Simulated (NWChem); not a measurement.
System: ZnH2; SMILES [ZnH2]

Input file for NWChem:

```
start job
memory heap 200 mb stack 900 mb global 1100 mb
geometry units angstroms noautosym nocenter noautoz
  Zn     0.000000     0.000000     0.000000
  H      0.000000     0.000000    -1.541123
  H      0.000000     0.000000     1.541123
end
basis spherical
  * library def2-svpd
end
dft
  xc b3lyp
  iterations 150
end
property
  response 1 0.0
end
task dft property
```

Excerpt of the output:

```
             Northwest Computational Chemistry Package (NWChem) 7.3.0
             --------------------------------------------------------

                             Geometry "geometry" -> ""
                             -------------------------

 Output coordinates in angstroms (scale by  1.889725989 to convert to a.u.)

  No.       Tag          Charge          X              Y              Z
 ---- ---------------- ---------- -------------- -------------- --------------
    1 Zn                  30.0000     0.00000000     0.00000000     0.00000000
    2 H                    1.0000     0.00000000     0.00000000    -1.54112300
    3 H                    1.0000     0.00000000     0.00000000     1.54112300

 Effective nuclear repulsion energy (a.u.)      20.7739574093

                              NWChem Property Module
                              ----------------------

                                 NWChem DFT Module
                                 -----------------

 Summary of "ao basis" -> "ao basis" (spherical)
 ------------------------------------------------------------------------------
       Tag                 Description            Shells   Functions and Types
 ---------------- ------------------------------  ------  ---------------------
 Zn                        def2-svpd                12       34   5s4p2d1f
 H                         def2-svpd                 4        8   2s2p

            General Information
            -------------------
          SCF calculation type: DFT
          Wavefunction type:  closed shell.
          No. of atoms     :     3
          No. of electrons :    32
           Alpha electrons :    16
            Beta electrons :    16
          Charge           :     0
          Spin multiplicity:     1
          Use of symmetry is: off; symmetry adaption is: off
          Maximum number of iterations: 150
          AO basis - number of functions:    50
                     number of shells:    20
          Convergence on energy requested:  1.00D-06
          Convergence on density requested:  1.00D-05
          Convergence on gradient requested:  5.00D-04

              XC Information
              --------------
                         B3LYP Method XC Potential
                     Hartree-Fock (Exact) Exchange  0.200
                        Slater Exchange Functional  0.800 local
                    Becke 1988 Exchange Functional  0.720 non-local
              Lee-Yang-Parr Correlation Functional  0.810
                  VWN I RPA Correlation Functional  0.190 local

             Grid Information
             ----------------
          Grid used for XC integration:  medium
          Radial quadrature: Mura-Knowles
          Angular quadrature: Lebedev.
          Tag              B.-S. Rad. Rad. Pts. Rad. Cut. Ang. Pts.
          ---              ---------- --------- --------- ---------
          Zn                  1.35      112           8.0       590
          H                   0.35       45          10.0       434
          Grid pruning is: on
          Number of quadrature shells:   202
          Spatial weights used:  Erf1

      Superposition of Atomic Density Guess
      -------------------------------------

 Sum of atomic energies:       -1778.56016643

      Non-variational initial energy
      ------------------------------

 Total energy =   -1778.666624
 1-e energy   =   -2526.152657
 2-e energy   =     726.712076
 HOMO         =      -0.308875
 LUMO         =       0.041482

   convergence    iter        energy       DeltaE   RMS-Dens  Diis-err
 ---------------- ----- ----------------- --------- --------- ---------
 d= 0,ls=0.0,diis     1  -1780.3492214769 -1.80D+03  1.82D-02  6.19D-02
 d= 0,ls=0.0,diis     2  -1780.3607595397 -1.15D-02  2.08D-03  3.75D-02
 d= 0,ls=0.0,diis     3  -1780.3622340621 -1.47D-03  1.23D-03  8.70D-03
 d= 0,ls=0.0,diis     4  -1780.3628037538 -5.70D-04  3.61D-04  2.31D-04
 d= 0,ls=0.0,diis     5  -1780.3628224835 -1.87D-05  1.64D-05  6.47D-07
 d= 0,ls=0.0,diis     6  -1780.3628225646 -8.11D-08  4.64D-06  1.16D-08

         Total DFT energy =    -1780.362822564595
      One electron energy =    -2523.561175927582
           Coulomb energy =      794.291567154547
    Exchange-Corr. energy =      -71.867171200854
 Nuclear repulsion energy =       20.773957409293

 Numeric. integr. density =       32.000022295528

                       DFT Final Molecular Orbital Analysis
                       ------------------------------------

 Vector   14  Occ=2.000000D+00  E=-5.047844D-01
              MO Center= -6.6D-10,  7.9D-10, -3.7D-09, r^2= 3.0D-01
   Bfn.  Coefficient  Atom+Function         Bfn.  Coefficient  Atom+Function
  ----- ------------  ---------------      ----- ------------  ---------------
    21      0.599058  1 Zn d  1              19      0.586661  1 Zn d -1
    26      0.218388  1 Zn d  1              24      0.213868  1 Zn d -1
    40      0.027930  2 H  px                48     -0.027930  3 H  px
    41     -0.027352  2 H  py                49      0.027352  3 H  py

 Vector   15  Occ=2.000000D+00  E=-3.474725D-01
              MO Center= -9.6D-09,  3.9D-10, -3.3D-08, r^2= 2.3D+00
   Bfn.  Coefficient  Atom+Function         Bfn.  Coefficient  Atom+Function
  ----- ------------  ---------------      ----- ------------  ---------------
     4      0.767611  1 Zn s                  3     -0.346068  1 Zn s
    20     -0.255091  1 Zn d  0              35      0.226054  2 H  s
    43      0.226054  3 H  s                 25     -0.081122  1 Zn d  0
     2      0.076452  1 Zn s                  5      0.062275  1 Zn s
    36      0.049238  2 H  s                 44      0.049238  3 H  s

 Vector   16  Occ=2.000000D+00  E=-2.858735D-01
              MO Center=  5.0D-09,  2.3D-09,  4.9D-08, r^2= 3.1D+00
   Bfn.  Coefficient  Atom+Function         Bfn.  Coefficient  Atom+Function
  ----- ------------  ---------------      ----- ------------  ---------------
    14      0.411999  1 Zn pz                35     -0.333489  2 H  s
    43      0.333489  3 H  s                 11     -0.172753  1 Zn pz
    36     -0.108604  2 H  s                 44      0.108604  3 H  s
    17      0.106048  1 Zn pz                42      0.065136  2 H  pz
    50      0.065136  3 H  pz                 8      0.056712  1 Zn pz

 Vector   17  Occ=0.000000D+00  E=-3.537459D-02
              MO Center=  1.3D-08,  1.4D-08,  5.0D-09, r^2= 5.4D+00
   Bfn.  Coefficient  Atom+Function         Bfn.  Coefficient  Atom+Function
  ----- ------------  ---------------      ----- ------------  ---------------
    16      0.509144  1 Zn py                15      0.412838  1 Zn px
    13      0.330701  1 Zn py                12      0.268148  1 Zn px
    10     -0.125826  1 Zn py                 9     -0.102026  1 Zn px
     7      0.040705  1 Zn py                 6      0.033005  1 Zn px

 Vector   18  Occ=0.000000D+00  E=-3.537458D-02
              MO Center= -3.6D-08,  2.9D-08, -3.3D-09, r^2= 5.4D+00
   Bfn.  Coefficient  Atom+Function         Bfn.  Coefficient  Atom+Function
  ----- ------------  ---------------      ----- ------------  ---------------
    15      0.509144  1 Zn px                16     -0.412838  1 Zn py
    12      0.330701  1 Zn px                13     -0.268148  1 Zn py
     9     -0.125826  1 Zn px                10      0.102026  1 Zn py
     6      0.040705  1 Zn px                 7     -0.033005  1 Zn py

 Vector   19  Occ=0.000000D+00  E= 2.662121D-02
              MO Center=  2.9D-08, -2.4D-08, -1.7D-08, r^2= 5.1D+00
   Bfn.  Coefficient  Atom+Function         Bfn.  Coefficient  Atom+Function
  ----- ------------  ---------------      ----- ------------  ---------------
     5      1.119475  1 Zn s                 36     -0.679782  2 H  s
    44     -0.679782  3 H  s                 35     -0.256522  2 H  s
    43     -0.256522  3 H  s                 20      0.218774  1 Zn d  0
     4      0.189994  1 Zn s                  3     -0.175949  1 Zn s
    42      0.175588  2 H  pz                50     -0.175588  3 H  pz

     Multipole analysis of the density
     ---------------------------------

     L   x y z        total         alpha         beta         nuclear
     -   - - -        -----         -----         ----         -------
     0   0 0 0     -0.000000    -16.000000    -16.000000     32.000000

     1   1 0 0      0.000000      0.000000      0.000000      0.000000
     1   0 1 0     -0.000000     -0.000000     -0.000000      0.000000
     1   0 0 1     -0.000000     -0.000000     -0.000000      0.000000

     2   2 0 0    -11.138937     -5.569468     -5.569468      0.000000
     2   1 1 0     -0.000000     -0.000000     -0.000000      0.000000
     2   1 0 1      0.000000      0.000000      0.000000      0.000000
     2   0 2 0    -11.138937     -5.569468     -5.569468      0.000000
     2   0 1 1      0.000000      0.000000      0.000000      0.000000
     2   0 0 2    -16.358539    -16.660762    -16.660762     16.962985

 *** CALLING NEW AORESP DRIVER FOR CLOSED AND OPEN SHELLS ***
 Entering AOResponse driver routine

--------------------------------------------------------------------------------

          -----------------------------------------------
          Solving response equations for perturbing field
          -----------------------------------------------

 number of frequencies:     1
 frequency in a.u.:  0.0000000E+00
 Perturbing field: electric
 Using El. Dipole Length Gauge

 Setting up CPKS with frequency omega =      0.00000000 a.u.

 STATIC response

                                NWChem CPHF Module
                                ------------------

  scftype          =     RHF
  nclosed          =       16
  nopen            =        0
  variables        =      544
  # of vectors     =        3
  tolerance        = 0.10D-03
  level shift      = 0.00D+00
  max iterations   =       50
  max subspace     =       30

 SCF residual:    9.1683164710638859E-006

Iterative solution of linear equations
  No. of variables      544
  No. of equations        3
  Maximum subspace       30
        Iterations       50
       Convergence  1.0D-04

   iter   nsub   residual    time
   ----  ------  --------  ---------
     1      3    2.91D+00       3.7
     2      6    7.04D-01       4.4
     3      9    9.44D-02       5.2
     4     12    2.23D-02       6.1
     5     15    1.68D-03       7.4
     6     18    1.89D-05       8.6

 Electric Dipole Response Matrix (nonzero elements):

              1        2        3
    1   24.9883  -0.0000   0.0000
    2   -0.0000  24.9883   0.0000
    3    0.0000   0.0000  35.9072

 ------------------------------------------
 average:        28.62790 + I       0.00000

 DFT Linear Response polarizability / au
 Frequency  =       0.0000000 / au
              X              Y              Z
 -----------------------------------------------
 X      24.9882694     -0.0000001      0.0000000
 Y      -0.0000001     24.9882694      0.0000001
 Z       0.0000000      0.0000001     35.9071600
 -----------------------------------------------
 Eigenvalues =      24.9882695     24.9882694     35.9071600
 Isotropic   =      28.6278996
 Anisotropic =      10.9188906
 -----------------------------------------------

 Magnetic Dipole Response Matrix (nonzero elements):

 Exiting AOResponse driver routine
```

Level: B3LYP/def2-SVPD. The geometry was optimised at B3LYP/6-31G* (spherical d).
